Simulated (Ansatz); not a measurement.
Cost and result for the atomization energy of `BOC=C=[Se]` (8 atoms, 7 bonds).

Total charge 0; spin multiplicity 1. Correlated methods include outer-core shells of Se, which these sets cover unevenly. Scalar relativity is left out up to krypton. Geometry: relaxed with PBE0-D4/def2-TZVP. It is one conformer, not always the lowest. Program: Ansatz. All runs use 4 threads of an Arm Neoverse V1 on a shared host. Times are those of one run each, without the atoms' runs, and a repeat can differ threefold. Electronic energies, without spin–orbit coupling; frozen cores. CCSD(T)/CBS adds CCSD(T) − MP2 in def2-TZVPP to the MP2 limit, and its time is that of the two runs behind it. T1 = 0.017; the RHF reference is unstable towards UHF. With those shells the extrapolation isn't a true limit. B3LYP takes the VWN-RPA correlation (the form of Gaussian; ORCA's B3LYP/G).

CCSD(T)/CBS is a level of theory with its own doubt, some kJ/mol a heavy atom from the limit and from the frozen cores, so smaller differences don't rank the functionals.

```
                             level  functions  wall time  atomization (kcal/mol)  difference from CCSD(T)/CBS  per bond
   PBE-D4/def2-TZVPP (with forces)        214      2.7 s                   787.5                         34.9       5.0
                PBE0-D4/def2-TZVPP        214        3 s                   761.1                          8.5       1.2
 B3LYP-D4/def2-TZVPP (with forces)        214      4.2 s                   757.2                          4.6       0.7
r2SCAN-D4/def2-TZVPP (with forces)        214      5.5 s                   762.8                         10.2       1.5
                 B2PLYP/def2-TZVPP        214      6.5 s                   749.9                         -2.7      -0.4
                ωB97X-V/def2-TZVPP        214        8 s                   752.0                         -0.6      -0.1
  ωB97M-V/def2-TZVPP (with forces)        214       13 s                   753.9                          1.3       0.2
                    MP2/def2-QZVPP        407       32 s                   768.4                         15.8       2.3
                CCSD(T)/def2-TZVPP        214    2.5 min                   731.2                        -21.4      -3.1
                 CCSD(T)/CBS(def2)          –      3 min                   752.6                          0.0       0.0
```

From PBE to PBE0 (25 % exact exchange), in def2-TZVPP and without D4, the atomization energy moves by −25.8 kcal/mol: exact exchange takes away binding that semilocal exchange gives to molecules. The D4 term adds +6.5 kcal/mol with B3LYP and +3.4 kcal/mol with PBE0; it sums over pairs of atoms, weighted by their polarisabilities, and B3LYP, whose exchange is more repulsive, gets the larger term. In def2-TZVPP, CCSD(T) changes the Hartree–Fock value by +209.9 kcal/mol (the triples alone add +18.7 kcal/mol) and MP2 by +234.6 kcal/mol; breaking electron pairs costs correlation energy, which Hartree–Fock lacks.
